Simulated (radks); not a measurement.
Question: The mean radii <r> (bohr) of the occupied orbitals of an atom or ion are listed with their occupations. Calculated with a radial shooting solver on a logarithmic mesh with Libxc functionals: non-relativistic Kohn-Sham, r2SCAN, spin-polarised, spherical densities, point nucleus; meta-GGA in the generalised Kohn-Sham scheme.

| orbital | occ. | <r> |
|---|---|---|
| 1s down | 1 | 0.02197 |
| 1s up | 1 | 0.02197 |
| 2s up | 1 | 0.09314 |
| 2s down | 1 | 0.09313 |
| 2p up | 3 | 0.07891 |
| 2p down | 3 | 0.07890 |
| 3s up | 1 | 0.2380 |
| 3s down | 1 | 0.2376 |
| 3p up | 3 | 0.2281 |
| 3p down | 3 | 0.2276 |
| 3d up | 5 | 0.2013 |
| 3d down | 5 | 0.2008 |
| 4s up | 1 | 0.5235 |
| 4s down | 1 | 0.5250 |
| 4p up | 3 | 0.5306 |
| 4p down | 3 | 0.5323 |
| 4d up | 5 | 0.5440 |
| 4d down | 5 | 0.5464 |
| 4f up | 7 | 0.5662 |

Name the element and its charge. Open shells, if any, are filled with parallel spins first.

Answer: Z = 69, thulium, charge +16: Tm16+ in [Kr] 4d10 4f7. The 1s radius gives Z: for a bare nucleus <r> = 1.5/Z, 0.02174 bohr for Z = 69, and screening makes it slightly larger (0.02197 here). The occupations add up to 53, and the charge is Z minus that.
